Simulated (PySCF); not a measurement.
## Static response to an electric field

NbSe(CH2SiH3)3, C3H15NbSeSi3 (singlet state).
Geometry (PBE0-D3(BJ)/def2-SVP, Å), atoms numbered from 1 in this order:
```
atom  x, y, z in Å
Nb1   -0.021    0.000   -0.031
Se2    0.276   -0.290    2.203
C3     1.907    0.108   -0.899
Si4    3.178    1.108    0.064
H5     2.268   -0.932   -1.016
H6     1.754    0.539   -1.911
H7     2.569    2.390    0.540
H8     3.660    0.324    1.237
H9     4.350    1.472   -0.798
C10   -1.109    1.798   -0.279
Si11  -2.467    2.111    0.985
H12   -0.374    2.626   -0.247
H13   -1.531    1.748   -1.305
H14   -3.274    0.867    1.185
H15   -1.867    2.526    2.285
H16   -3.410    3.180    0.518
C17   -1.113   -1.678   -0.717
Si18  -0.556   -3.340   -0.030
H19   -2.172   -1.508   -0.442
H20   -1.035   -1.662   -1.824
H21    0.939   -3.420   -0.022
H22   -1.065   -3.507    1.361
H23   -1.051   -4.472   -0.878
```

Level: PBE0/def2-SVPD (PySCF), static field, nuclei fixed, core orbitals frozen in the response. The polarisability tensor in these axes (au):

```
x   205.18   0.10  -3.59
y     0.10 206.18   3.65
z    -3.59   3.65 181.14
```

**Question.** Diagonalise the tensor; give its mean and Δα, where Δα² is half the sum of the squared differences of the eigenvalues.

**Answer.** Principal values 180.11, 205.55 and 206.84 au; mean 197.50 au = 29.27 Å³ = 32.56 × 10⁻⁴⁰ C²·m²/J; Δα = 26.11 au (13 % of the mean).

**Question.** What is the dipole moment, and where does it point?

**Answer.** (-0.51, 0.43, -3.60) D, 3.66 D in size, pointing from the negative to the positive side. Measured along this direction, the outermost atoms are Se2 at the negative end and H20, H13 and H6 at the positive end.

**Question.** Find the Langevin capture rate constant for NO+ (29.998 u) meeting this molecule (307.871 u), k = 2.342 × 10⁻⁹ cm³/s × √(α in Å³ / reduced mass in u).

**Answer.** The reduced mass is 27.33 u, so k = 2.42 × 10⁻⁹ cm³/s. The formula leaves out the permanent dipole, which adds to the capture rate.

**Question.** How large is μ²/3kT at 250 K beside α?

**Answer.** In Gaussian units μ²/3kT = 129.54 Å³ against 29.27 Å³, a ratio of 4.43; the Debye molar polarisation (4π/3)N_A(α + μ²/3kT) is 400.6 cm³/mol, leaving out the vibrational part.

**Question.** Sum over states: ᾱ = Σ f/ω², ω in Eh. What share falls to these 10 lowest TDDFT singlets (eV, f)? 3.27, 0.0000; 3.48, 0.0030; 3.48, 0.0031; 3.96, 0.0177; 4.19, 0.0017; 4.19, 0.0016; 4.33, 0.0001; 4.49, 0.0019; 4.49, 0.0021; 4.59, 0.0047.

**Answer.** They add up to 1.66 au, 0.8 % of the 197.50 au; the largest single term is 0.83 au, from the state at 3.96 eV. Terms in order: 0.00, 0.18, 0.19, 0.83, 0.07, 0.07, 0.00, 0.07, 0.08, 0.16 au. Higher excitations give the rest. The strengths listed sum to 0.036.

Isolated species at its PBE0-D3(BJ)/def2-SVP geometry, gas phase. Atoms past krypton carry effective core potentials; spin–orbit coupling is left out. The calculation is non-relativistic apart from the core potentials, for selenium too.
